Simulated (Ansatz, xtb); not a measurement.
Ranking isomers of B2Br2F2H2

3 gas-phase structures of B2Br2F2H2, from a drawn sample of its isomers (lower ones may exist). Each was relaxed with GFN2-xTB:

A. `F[B-]1(F)[Br+][BH2-][Br+]1`, a singlet
B. `F[B@H-]1[Br+][B@H-](F)[Br+]1`, a singlet
C. `F[B@H-]1[Br+][B@@H-](F)[Br+]1`, a singlet

Q: Which do you expect lowest at r2SCAN-D4/def2-SVP, and how would the others follow?

A: Calculated order at r2SCAN-D4/def2-SVP: A (0.000), B (0.137), C (0.139) eV. Less than 1 kcal/mol parts B and C, so the order within that pair means little.

Energies above the lowest of each column, in eV; the last columns are at PBE0-D4/def2-SVP geometries:

```
structure  GFN2-xTB  HF/STO-3G  r2SCAN-D4/def2-SVP  PBE0-D4/def2-SVP  CCSD(T)/def2-SVP + ΔMP2/def2-TZVPP
        A     0.054      0.000               0.000             0.000                               0.000
        B     0.000      0.225               0.137             0.146                               0.153
        C     0.005      0.234               0.139             0.128                               0.133
```

CCSD(T)/def2-SVP + ΔMP2/def2-TZVPP puts A lowest; GFN2-xTB picks B. CCSD(T)/def2-SVP + ΔMP2/def2-TZVPP orders those it was run on as A (0.000), C (0.133), B (0.153) eV. Less than 1 kcal/mol parts C and B, so the order within that pair means little. Some further structures that were screened fall inside this span and aren't listed. A keeps a small imaginary mode. B keeps a small imaginary mode. ΔMP2 is the change of the MP2 energy from the smaller to the larger basis.

Programs: Ansatz 0.2.0, xtb 6.7.1.
